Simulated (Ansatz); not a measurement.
WO₂⁻, relaxed as a doublet with UKS PBE0-D4/def2-TZVPD in Ansatz, starting from the GFN1-xTB geometry. Force threshold 0.02 eV/Å.

In the def2 sets W takes a core potential; there is no spin–orbit coupling. The charge -1 doublet is spin-contaminated (final ⟨S²⟩ up to 1.08, 0.75 for a pure state). The structure comes from a short search, and lower isomers may exist.

Start:

Cartesian coordinates in Å:
```
W 0.001 0.000 0.001
O -1.100 1.326 0.118
O 1.099 -1.326 -0.119
```

Estimate the energy that the relaxation releases and the steps that it takes.

126.0 kJ/mol, in 11 steps; 42 s on 4 threads of Arm Neoverse V1 on a shared host. No frequencies were taken in this run, so the end may be a saddle point.

Does the start keep its bonding and symmetry?

By distances, no bond broke or formed. The bond that changes most is W1–O3, from 1.73 to 1.73 Å (atoms count from 1). Point group D∞h at the start, C2v at the end, both within 0.05 Å.

Predict the relaxed structure.


```
atom   x (Å)   y (Å)   z (Å)
  W1   0.315   0.220   0.462
  O2  -1.098   1.023  -0.130
  O3   0.783  -1.244  -0.332
```
Bond lengths: 2 × O–W 1.73 Å.
